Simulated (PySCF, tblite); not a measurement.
Rigid-rotor lines calculated for a species of formula C4H12ClNSi3 (commonest isotopes; PBE0/pcSseg-1 in PySCF (dipole) on a GFN2-xTB geometry, gas phase), labelled J(Ka,Kc):

```tsv
transition	MHz
2(1,2) ← 1(1,1)	1647.8
2(0,2) ← 1(0,1)	1744.6
1(0,1) ← 0(0,0)	878.6
1(1,1) ← 0(0,0)	1536.7
2(1,1) ← 1(1,0)	1866.5
```

Question: Find the rotational constants.

Answer: 1(0,1) ← 0(0,0) is B + C, 2(1,1) ← 1(1,0) is 3B + C and 2(1,2) ← 1(1,1) is B + 3C, so B − C is half the difference of the last two, 109.4 MHz. 1(1,1) ← 0(0,0) is A + C. A = 1152.1, B = 493.9, C = 384.6 MHz.

Question: What moments of inertia, asymmetry and inertial defect follow?

Answer: I = 505379 MHz·u·Å² over each constant: Ia = 438.66, Ib = 1023.15, Ic = 1313.95 u·Å²; κ = (2B − A − C)/(A − C) = -0.715 (asymmetric top); Δ = Ic − Ia − Ib = -147.86 u·Å².

Question: Which dipole components do these lines need?

Answer: μa and μb (a-type: ΔKa even, ΔKc odd; b-type: both odd). The calculation gives |μa| = 2.09 D, |μb| = 0.89 D, |μc| = 0.11 D.

Question: Predict further lines from these constants: 2(2,1) ← 2(1,1); 2(1,1) ← 2(1,2); 2(2,0) ← 1(1,1); 2(2,1) ← 1(1,1); 2(2,0) ← 2(1,1); 1(1,0) ← 1(0,1); 1(1,1) ← 1(0,1); 2(1,2) ← 1(0,1); 2(2,1) ← 1(1,0); 2(1,1) ← 1(0,1); 2(2,0) ← 1(1,0); 2(1,1) ← 2(0,2).

Answer: 
| transition | MHz | type | branch |
| --- | --- | --- | --- |
| 2(1,1) ← 2(1,2) | 328 | a | Q |
| 1(1,1) ← 1(0,1) | 658 | c | Q |
| 1(1,0) ← 1(0,1) | 767 | b | Q |
| 2(1,1) ← 2(0,2) | 889 | b | Q |
| 2(2,1) ← 2(1,1) | 1974 | c | Q |
| 2(2,0) ← 2(1,1) | 1987 | b | Q |
| 2(1,2) ← 1(0,1) | 2306 | b | R |
| 2(1,1) ← 1(0,1) | 2634 | c | R |
| 2(2,1) ← 1(1,0) | 3841 | b | R |
| 2(2,0) ← 1(1,0) | 3853 | c | R |
| 2(2,1) ← 1(1,1) | 3950 | c | R |
| 2(2,0) ← 1(1,1) | 3963 | b | R |

Question: Which structure gave them?

Answer: `C=C/C([SiH2][SiH2]N)=C(/[SiH3])Cl`, point group C1. Three constants can't fix a structure by themselves; this is the one that was computed:
```
atom  x, y, z in Å
C1    -1.698   -2.407   -0.069
C2    -2.035   -1.213   -0.540
C3    -1.240   -0.005   -0.399
Si4   -0.059    0.097    1.080
Si5    1.998   -0.797    0.524
N6     3.021   -0.463    1.871
C7    -1.338    1.009   -1.268
Si8   -0.411    2.656   -1.294
Cl9   -2.430    0.879   -2.642
H10   -0.776   -2.579    0.461
H11   -2.333   -3.265   -0.215
H12   -2.961   -1.108   -1.092
H13   -0.761   -0.572    2.188
H14   -0.002    1.511    1.495
H15    2.510   -0.286   -0.766
H16    2.066   -2.260    0.419
H17    3.951   -0.849    1.890
H18    3.032    0.462    2.268
H19   -0.584    3.252   -2.617
H20   -0.972    3.536   -0.267
H21    1.012    2.419   -1.029
```

The values belong to one conformer (point group C1) with, in the numbering `[CH2:1]=[CH:2]/[C:3]([SiH2:4][SiH2:5][NH2:6])=[C:7](/[SiH3:8])[Cl:9]`, C1–C2–C3–Si4 -26°, C2–C3–Si4–Si5 89°, C3–Si4–Si5–N6 173°, Si4–Si5–N6–H 174° and -47°. Its lowest GFN2-xTB frequency is 8i cm⁻¹, too small to tell a flat minimum from a shallow saddle. Constants of a rigid frame at the computed geometry: no zero-point averaging, no centrifugal distortion. A rigid rotor knows nothing of inversion at nitrogen or internal rotation, which can split or shift real lines. Quadrupole hyperfine structure (14N, 35Cl) is left out.

On an Arm Neoverse V1 with one thread (shared host), this took 66 s and 1.0 GiB of memory at its peak. This is the PBE0/pcSseg-1 job that gave the dipole, with the shieldings it also computed.
